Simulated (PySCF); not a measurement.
A structure optimised at PBE-D3(BJ)/def2-SVP, used in a PySCF frequency run:

```
Si
C 1 1.9338
H 2 1.1123 1 113.83
H 2 1.1123 3 108.41 1 -127.78
O 2 1.4465 3 110.80 4 -121.79
Si 5 1.7167 2 109.73 3 -119.81
H 6 1.5044 5 112.65 2 118.13
H 6 1.5044 7 108.95 5 -125.76
Cl 1 2.0822 2 114.69 3 -125.78
Cl 1 2.0822 2 114.69 3 0.85
```

Problem. Write its SMILES, formula and point group.

Solution. Cl[Si]1(Cl)CO[SiH2]1, CH4Cl2OSi2, Cs

Problem. What are its rotational constants (standard atomic weights)?

Solution. 1.7861, 1.1635, 0.89310 GHz
